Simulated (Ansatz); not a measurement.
H6AlO2Si2 (SMILES [SiH3][O][Al][O][SiH3]), doublet, geometry from GFN2-xTB (such geometries of metal compounds can be far from the true shape) (the spin is typed, not shown lowest); WB97X-V/6-31G* in Ansatz (a first-principles code).

Here is a job for Ansatz.
Ansatz 0.2 input:
```yaml
crystal:
  periodic: [false, false, false]
  atoms:
    - {symbol: Al, position_ang: [-0.02698009, -0.40702412, 0.04274690]}
    - {symbol: O, position_ang: [-1.39877031, 0.07977984, 0.89955735]}
    - {symbol: Si, position_ang: [-2.72988943, 0.55834387, 1.73074908]}
    - {symbol: H, position_ang: [-2.74818189, -0.22675223, 2.96476467]}
    - {symbol: H, position_ang: [-3.87857814, 0.26998013, 0.87225771]}
    - {symbol: H, position_ang: [-2.57225849, 1.98996200, 1.98552104]}
    - {symbol: O, position_ang: [1.38427311, -0.29244768, -0.87818295]}
    - {symbol: Si, position_ang: [2.75557733, -0.17311954, -1.77079069]}
    - {symbol: H, position_ang: [2.54611838, -0.99960202, -2.95937437]}
    - {symbol: H, position_ang: [3.84060494, -0.67649878, -0.92880390]}
    - {symbol: H, position_ang: [2.91938344, 1.24242671, -2.10048748]}
basis:
  gaussian:
    orbitals: 6-31G*
hamiltonian:
  xc: {name: wB97X-V}
magnetization: {spin_polarized: true, initial_magnetization: 1}
```

What the program printed (banner, timings and long lists left out):

```
Functional definition: wB97X-V
939 factors; integrals over basis functions are off by at most 7.0e-4 eV
301 factors; integrals over basis functions are off by at most 7.1e-6 eV
mean field evaluation 1: about -26531.4315 eV, gradient 4.9e1 eV
mean field evaluation 2: about -26526.7893 eV, gradient 6.2e1 eV
mean field evaluation 4: about -26540.0489 eV, gradient 6.4e-1 eV
mean field evaluation 8: about -26540.2265 eV, gradient 1.5e-1 eV
mean field evaluation 16: about -26540.2278 eV, gradient 4.9e-4 eV
mean field -26540.22775642 eV, -975.3353804359 hartree, gradient 3.2e-5 eV, S^2 0.751589; 0 other end points of the search recorded, 0 dependent functions left out
reference -26540.22775472 eV, -975.3353803735 hartree; 32, 31 occupied and 67, 68 virtual orbitals, 939 factors
Total energy: -26540.22775472 eV, -975.3353803735 hartree
```
